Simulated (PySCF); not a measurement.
## Computed properties of C5H3Br, SMILES C#CC(Br)=C=C

C5H3Br, SMILES C#CC(Br)=C=C. Coordinates come from a PBE0-D3(BJ)/def2-SVP optimisation. The structure was generated by enumeration, and PubChem lists no compound with its InChIKey, so it may never have been made. The values are those of a single conformer. All values are computed for the isolated molecule unless a solvent is named; none is compared with measurement here.

**Structure.** The optimised structure has Cs symmetry. All 21 harmonic modes at PBE0-D3(BJ)/def2-SVP (PySCF) are real, so it is a minimum. With heavy atoms numbered as in [CH:1]#[C:2][C:3]([Br:4])=[C:5]=[CH2:6], the shortest bond between them is C1–C2 at 1.213 Å and the longest C3–Br4 at 1.912 Å.

**Vibrations.** The strongest infrared lines (harmonic, unscaled, degenerate partners summed) lie at 3489 cm⁻¹ (97 km/mol, H 86 %, C 14 %), 1009 cm⁻¹ (92 km/mol, C 94 %), 894 cm⁻¹ (41 km/mol, H 73 %, C 27 %). The softest mode is at 120 cm⁻¹ and the zero-point energy is 35.2 kcal/mol.

**Electronic structure.** ωB97X/def2-TZVP (PySCF) places the frontier levels at -9.28 and 0.61 eV, a gap of 9.89 eV, and gives a dipole moment of 1.80 D and a mean polarisability of 82.3 bohr³. PBE/def2-TZVP (PySCF) at the same geometry gives -6.01 and -2.47 eV, so its gap is 6.35 eV narrower. An orbital gap is neither the optical nor the fundamental gap.

**Excitations.** TDDFT-PBE0/def2-SVPD (PySCF) has S1 at 3.99 eV (311 nm, f = 0.000, dark); the most intense of the 10 singlets computed lies at 6.49 eV (f = 0.38). T1 (TDA) is at 3.39 eV. TDDFT-PBE/def2-SVPD (PySCF) puts S1 at 3.63 eV. No vertical singlet excitation falls in the visible range (under 3.1 eV).

**NMR.** GIAO shifts at PBE0/pcSseg-1 (PySCF) (non-relativistic, atoms alike by connectivity averaged): ¹³C from 79.6 to 233.3 ppm against TMS; ¹H from 3.9 to 5.9 ppm against TMS. Without spin–orbit terms, shifts of atoms bonded to Cl or Br come out too high.

**Solvation.** SMD-PBE0/6-31G* (PySCF) gives -1.1 kcal/mol in water, -5.0 kcal/mol in tetrahydrofuran, -5.8 kcal/mol in acetonitrile (1 M in both phases, gas-phase geometry); of these solvents acetonitrile holds the molecule best.
